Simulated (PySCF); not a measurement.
31P chemical shifts

- geometry from GFN2-xTB
- shieldings: GIAO PBE0/pcSseg-1
- program: PySCF 2.14
- equivalent nuclei averaged, relativity neglected, isolated molecule, single conformer

Shieldings were converted by a linear fit to measured shifts: 31P (scatter 18.1 ppm rms vs H3PO4, solution or neat liquid). Occasional misses reach two or three times the rms, and more in compound classes unlike the fitted ones.

(1) Give the 31P shifts of `CO[P@@]1(=O)OC[C@@H](C)O1`, `COc1oc2ccccc2p1`.

(2) Match the shifts 21.2, 4.9, -103.3 ppm to `c1cc(Pc2ccoc2)co1`, `CCOP1(=O)OCCO1`, `C#C[P@](=O)(O)c1ccccc1`.

Results:

(1) 
| compound | environment | δ (ppm) |
| --- | --- | --- |
| CO[P@@]1(=O)OC[C@@H](C)O1 | phosphorus bonded to 4 O, in a 5-membered ring | 21.3 |
| COc1oc2ccccc2p1 | phosphorus bonded to 2 C, in a 5-membered ring | 9.2 |

(2) 21.2: CCOP1(=O)OCCO1 (phosphorus bonded to 4 O, in a 5-membered ring); 4.9: C#C[P@](=O)(O)c1ccccc1 (phosphorus bonded to 2 C, 2 O); -103.3: c1cc(Pc2ccoc2)co1 (phosphorus bonded to 2 C, H).
